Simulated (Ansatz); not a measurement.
Breaking the Si3–H4 bond in GeH4Si (SMILES [SiH3][GeH]) (multiplicity 1 held, fragments rigid). Energies count from the point at 1.489 Å.
Geometry at that point (charge 0, multiplicity 1):
```xyz
6

Ge     0.027     0.679     0.550
H     -0.444     1.553    -0.704
Si    -0.021    -1.296    -0.934
H      0.908    -1.088    -2.078
H     -1.392    -1.477    -1.485
H      0.366    -2.562    -0.261
```

Signs of static correlation in def2-TZVPP, from Ansatz (a first-principles code) runs.

| R (Å) | T1 of restricted CCSD | ⟨S²⟩ of UHF | largest double amplitude of restricted CCSD |
|---|---|---|---|
| 1.191 | 0.014 | 0.382 | 0.077 |
| 1.340 | 0.014 | 0.374 | 0.076 |
| 1.489 | 0.014 | 0.365 | 0.076 |
| 1.638 | 0.015 | 0.357 | 0.075 |
| 1.786 | 0.015 | 0.351 | 0.075 |
| 2.010 | 0.017 | 0.367 | 0.074 |
| 2.233 | 0.021 | 0.671 | 0.085 |
| 2.605 | 0.032 | 1.089 | 0.128 |
| 2.977 | 0.049 | 1.245 | (withheld) |
| 3.424 | (withheld) | 1.310 | 0.489 |
| 4.020 | 0.096 | 1.335 | 0.729 |
| 4.764 | 0.106 | 1.341 | 0.889 |

Problem. What belongs in the gaps?

Solution. 
- 2.977, largest double amplitude of restricted CCSD: 0.270
- 3.424, T1 of restricted CCSD: 0.073

Doubts at one or more of the structures used: a restricted determinant that unrestricted orbitals would lower (R-CCSD(T)/def2-TZVPP); other coupled-cluster roots lie near (R-CCSD(T)/def2-TZVPP); T1 above 0.05 (R-CCSD(T)/def2-TZVPP, U-CCSD(T)/def2-TZVPP); a spin-contaminated determinant (U-CCSD(T)/def2-TZVPP); the program's own flag: large difference (U-CCSD(T)/def2-TZVPP).
